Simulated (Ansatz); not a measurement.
The same ligand exchange along the group F, Cl, Br, I.

Calculated with Ansatz (gas phase, PBE0-D4/def2-TZVP geometries, no zero-point term in ΔE). CCSD(T)/CBS adds triple-zeta CCSD(T) − MP2 to the extrapolated MP2 energy (def2 sets, frozen cores). This one scheme is used for every species. DFT in def2-TZVPP. B3LYP here is the variant with VWN-RPA as its local correlation; programs differ in this. def2 core potentials past Kr. For Br, I, Te outer-core shells are correlated without core-valence functions, which leaves a few kJ/mol of doubt a bond. Scalar relativity is left out up to krypton.

```tsv
reaction	revPBE-D4 (kJ/mol)	r2SCAN-D4 (kJ/mol)	B3LYP-D4 (kJ/mol)	CCSD(T)/CBS(def2) (kJ/mol)
`F[SiH2][SiH3]` + H₂Te → `[SiH3][SiH2][TeH]` + H–F	42	59	62	51
`[SiH3][SiH2]Cl` + H₂Te → `[SiH3][SiH2][TeH]` + HCl	23	29	30	24
`[SiH3][SiH2]Br` + H₂Te → `[SiH3][SiH2][TeH]` + HBr	22	29	29	27
`[SiH3][SiH2]I` + H₂Te → `[SiH3][SiH2][TeH]` + HI	19	24	24	24
```

Largest T1 diagnostic: 0.012, for `F[SiH2][SiH3]`.
